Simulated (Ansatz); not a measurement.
The inner images of a band of FH + H4OSn (8 atoms, charge 0, multiplicity 1) are given out of order.

Method: RKS PBE/def2-SVP (Ansatz 0.2.0).

Image 0:

```xyz
8
Properties=species:S:1:pos:R:3
Sn 0.232 0.083 -0.086
H 0.083 0.316 1.655
H 1.875 -0.215 -0.500
H -0.468 1.445 -0.889
O -0.724 -1.626 -0.526
H -1.586 -1.568 -0.062
F -2.430 -0.429 1.480
H -1.605 -0.241 1.902
```

Image 6:

```xyz
8
Properties=species:S:1:pos:R:3
Sn -0.287 0.031 -0.601
H -0.426 -0.100 3.751
H 1.351 0.054 -0.088
H -0.834 1.081 -1.859
O -0.677 -1.891 -0.981
H -1.611 -2.006 -1.244
F -1.415 0.526 0.937
H -0.723 0.071 3.060
```

**Question.** Put them in order from the first end to the last, with their energies above the first end.
A.
```xyz
8
Properties=species:S:1:pos:R:3
Sn 0.078 0.018 -0.022
H 0.058 0.384 1.737
H 1.752 -0.256 -0.273
H -0.676 1.349 -0.822
O -0.671 -1.738 -0.652
H -1.625 -1.794 -0.447
F -2.185 -0.247 1.533
H -1.355 0.050 1.921
```
B.
```xyz
8
Properties=species:S:1:pos:R:3
Sn -0.353 -0.167 -0.186
H 0.131 0.780 2.396
H 1.303 -0.366 0.260
H -0.771 1.333 -0.930
O -0.814 -1.850 -1.156
H -1.723 -2.056 -0.856
F -1.815 -0.390 1.146
H -0.580 0.483 2.302
```
C.
```xyz
8
Properties=species:S:1:pos:R:3
Sn -0.410 -0.237 -0.305
H 0.147 0.878 3.070
H 1.164 -0.466 0.341
H -0.792 1.215 -1.158
O -0.780 -1.899 -1.348
H -1.742 -1.988 -1.499
F -1.744 -0.298 1.147
H -0.466 0.559 2.728
```
D.
```xyz
8
Properties=species:S:1:pos:R:3
Sn -0.372 -0.113 -0.484
H -0.096 0.425 3.628
H 1.218 -0.213 0.153
H -0.813 1.155 -1.569
O -0.732 -1.931 -1.231
H -1.648 -1.989 -1.565
F -1.622 0.100 1.025
H -0.559 0.332 3.019
```
E.
```xyz
8
Properties=species:S:1:pos:R:3
Sn -0.156 -0.051 -0.030
H -0.004 0.570 1.927
H 1.553 -0.308 -0.019
H -0.771 1.355 -0.812
O -0.736 -1.810 -0.796
H -1.677 -1.946 -0.571
F -1.895 -0.279 1.359
H -0.937 0.233 1.917
```

**Answer.** A (+3.6 kcal/mol), E (+18.4 kcal/mol), B (-2.2 kcal/mol), C (-7.1 kcal/mol), D (-7.6 kcal/mol).

Run time: 5.9 min on 1 thread of Arm Neoverse V1 (shared host), peak memory 0.14 GiB.
